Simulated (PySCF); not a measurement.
The PySCF input:
```python
from pyscf import gto, scf, dft, solvent

mol = gto.Mole()
mol.atom = '''
    S    -0.025000    0.610700    0.020500
    H    -0.943300   -0.345100    0.000100
    H     0.968200   -0.265600   -0.020700
'''
mol.basis = 'def2-svpd'
mol.charge = 0
mol.spin = 2
mol.verbose = 4
mol.build()

mf = dft.UKS(mol)
mf.xc = 'm062x'
mf.kernel()
```

Predict the Mulliken (on the basis functions themselves) charges in atom order from M062X/def2-SVPD run with PySCF.

S1 -0.45, H2 0.22, H3 0.23

What is the computed HOMO energy (M062X/def2-SVPD)?

-3.32 eV

Give the number of basis functions at the level M062X/def2-SVPD.

43

Estimate the total energy that M062X/def2-SVPD returns for this input.

-399.0182 Eh

What is the computed <S^2> (M062X/def2-SVPD)?

2.003

These values belong to the state on which the SCF converged, which isn't shown to be the lowest.
